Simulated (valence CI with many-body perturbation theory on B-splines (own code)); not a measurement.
## Level structure of Mo²⁸⁺

Level of theory: valence CI with perturbative core correlation (CI+MBPT): four valence electrons over a frozen Dirac-Fock core [Ne], a basis of 11 s, 11 p, 9 d, 7 f, 5 g, 2 h, 1 i functions for each j, with the one-electron correlation potential Σ1, the two-electron term Σ2, the three-electron term Σ3, Breit, model QED; selected CI, second order for the rest (own B-spline code, finite nucleus).

The last digits are not significant, and no measured levels were compared; by estimate large intervals hold to a few tenths of a per cent, small ones and those within an open d or f shell to about a per cent.

Levels 1 to 45 of 72, with energies above the lowest level, 3s²3p² ³P_0. "Leading %" is the weight of the configuration and term that name the level; weights of strongly mixed levels are sums over their largest components and can fall short. In the jj column 3d3/2^4 stands for four electrons in 3d with j = 3/2. Lifetimes count E1, E2, E3, M1 and M2 decay at the calculated energies, and are blank where another channel may lead or the interval is too uncertain; long ones can be off by a factor of two.

```csv
No.,Configuration,Term,J,E (cm⁻¹),Leading %,Lifetime,Leading jj
1,3s²3p²,³P,0,0,78,,3s^2 3p1/2^2 (96 %)
2,3s²3p²,³P,1,161710,98,16.5 μs,3s^2 3p1/2 3p3/2 (98 %)
3,3s²3p²,¹D,2,197000,51,2.62 ms,3s^2 3p1/2 3p3/2 (96 %)
4,3s²3p²,³P,2,385450,50,6.86 μs,3s^2 3p3/2^2 (95 %)
5,3s²3p²,¹S,0,469090,77,3.15 μs,3s^2 3p3/2^2 (95 %)
6,3s3p³,⁵S°,2,698550,68,481 ps,3s 3p1/2^2 3p3/2 (74 %)
7,3s3p³,³D°,1,819850,56,47.2 ps,3s 3p1/2^2 3p3/2 (69 %)
8,3s3p³,³D°,2,869320,55,173 ps,3s 3p1/2 3p3/2^2 (74 %)
9,3s3p³,³D°,3,921610,86,206 ps,3s 3p1/2 3p3/2^2 (86 %)
10,3s²3p3d,¹D°,2,979790,30,160 ps,3s^2 3p1/2 3d3/2 (57 %)
11,3s3p³,³P°,0,999370,90,43.4 ps,3s 3p1/2 3p3/2^2 (90 %)
12,3s3p³,³P°,1,1018700,61,26.8 ps,3s 3p1/2 3p3/2^2 (73 %)
13,3s²3p3d,³F°,2,1068300,56,40.5 ps,3s^2 3p1/2 3d3/2 (37 %)
14,3s3p³,³S°,1,1117300,47,5.36 ps,3s 3p1/2 3p3/2^2 (65 %)
15,3s²3p3d,³F°,3,1120900,83,53.8 ps,3s^2 3p1/2 3d5/2 (74 %)
16,3s3p³,³P°,2,1145000,38,26.8 ps,3s 3p3/2^3 (44 %)
17,3s²3p3d,³D°,1,1179500,40,5.26 ps,3s^2 3p1/2 3d3/2 (78 %)
18,3s²3p3d,³P°,2,1190700,52,9.02 ps,3s^2 3p1/2 3d5/2 (50 %)
19,3s²3p3d,³F°,4,1262400,98,17.7 μs,3s^2 3p3/2 3d5/2 (98 %)
20,3s3p³,¹P°,1,1296900,28,5.52 ps,3s^2 3p3/2 3d3/2 (44 %)
21,3s²3p3d,³D°,2,1319900,43,4.59 ps,3s^2 3p3/2 3d3/2 (70 %)
22,3s²3p3d,³P°,0,1330200,89,6.43 ps,3s^2 3p3/2 3d3/2 (89 %)
23,3s²3p3d,³D°,3,1331000,62,5.91 ps,3s^2 3p3/2 3d3/2 (52 %)
24,3s²3p3d,³P°,1,1366600,45,6.43 ps,3s 3p3/2^3 (38 %)
25,3s²3p3d,³P°,2,1386800,34,6.54 ps,3s^2 3p3/2 3d5/2 (59 %)
26,3s²3p3d,¹F°,3,1432700,76,6.29 ps,3s^2 3p3/2 3d5/2 (65 %)
27,3s²3p3d,¹P°,1,1484700,65,6.16 ps,3s^2 3p3/2 3d5/2 (66 %)
28,3s3p²3d,⁵F,1,1553400,74,246 ps,3s 3p1/2^2 3d3/2 (75 %)
29,3s3p²3d,⁵F,2,1556600,23,95.9 ps,3s 3p1/2^2 3d3/2 (50 %)
30,3s3p²3d,⁵F,2,1594500,41,42.5 ps,3p1/2^2 3p3/2^2 (30 %)
31,3s3p²3d,⁵F,3,1622900,49,86.1 ps,3s 3p1/2^2 3d5/2 (60 %)
32,3s3p²3d,⁵D,0,1668700,28,36.6 ps,3s 3p1/2 3p3/2 3d3/2 (48 %)
33,3s3p²3d,⁵D,1,1686500,55,239 ps,3s 3p1/2 3p3/2 3d3/2 (85 %)
34,3s3p²3d,⁵D,2,1695400,34,101 ps,3s 3p1/2 3p3/2 3d3/2 (76 %)
35,3s3p²3d,⁵F,3,1706100,36,83.5 ps,3s 3p1/2 3p3/2 3d3/2 (69 %)
36,3s3p²3d,⁵D,0,1706200,65,34.5 ps,3s 3p1/2 3p3/2 3d3/2 (55 %)
37,3s3p²3d,⁵F,4,1712400,78,1.96 ns,3s 3p1/2 3p3/2 3d5/2 (78 %)
38,3s3p²3d,³F,2,1735600,48,35.3 ps,3s 3p1/2 3p3/2 3d3/2 (30 %)
39,3s3p²3d,⁵D,4,1744000,45,725 ps,3s 3p1/2 3p3/2 3d5/2 (46 %)
40,3p⁴,³P,1,1750400,37,32.7 ps,3s 3p1/2 3p3/2 3d5/2 (40 %)
41,3p⁴,¹D,2,1760200,27,42.2 ps,3s 3p1/2 3p3/2 3d5/2 (45 %)
42,3s3p²3d,⁵F,5,1773800,81,614 ps,3s 3p1/2 3p3/2 3d5/2 (76 %)
43,3s3p²3d,⁵P,3,1791200,46,13.5 ps,3s 3p1/2 3p3/2 3d5/2 (61 %)
44,3s3p²3d,³F,2,1823600,27,8.84 ps,3s 3p1/2 3p3/2 3d5/2 (28 %)
45,3s3p²3d,⁵P,2,1830100,65,7.04 ps,3s 3p1/2 3p3/2 3d3/2 (56 %)
```

Names give the largest LS component (configuration and term), which can be under half, so a name can repeat, a term be missing and a line seem to break the LS rules; names also repeat where a configuration has a term twice.

Where two levels of one J and parity lie close, their mixing, g and order are uncertain.

The ionisation energy to 3s²3p ²P°1/2 of the next ion comes out as 1535.6 eV (NIST: 1537 ± 3 eV (semi-empirical)). All 72 levels together are meant to be complete up to 2084700 cm⁻¹.
